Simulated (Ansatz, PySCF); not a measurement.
Pair of molecules: HF (SMILES F) (first 2 atoms) with CHN (SMILES C#N); geometry from B3LYP-D3(BJ)/def2-TZVP.
(charge 0, multiplicity 1):
```xyz
5

F     -0.048    -0.993    -0.137
H      0.037    -0.480     0.644
C      0.311     1.142     3.106
N      0.205     0.515     2.157
H      0.410     1.728     3.993
```

Monomers are frozen at their geometry in the pair; levels with a basis set take the counterpoise correction. Rows marked so take none.

Rows in 6-31G*, STO-3G carry no dispersion term and start afresh at each structure (6-31G* with six Cartesian d functions).

Programs: Ansatz (Gaussian basis) for Hartree–Fock, density functionals and correlated methods; PySCF for 6-31G* rows, STO-3G rows. Values without a source in brackets are computed.

Task: One of these levels gives -306.7 meV for the interaction energy. Name it.
(A) HF/STO-3G (no counterpoise)
(B) SVWN5/def2-TZVPPD
(C) BP86/6-31G* (no counterpoise)

Result: C, BP86/6-31G* (no counterpoise). The others give -107.4 (HF/STO-3G (no counterpoise)), -498.0 (SVWN5/def2-TZVPPD)

Ansatz is a first-principles code.
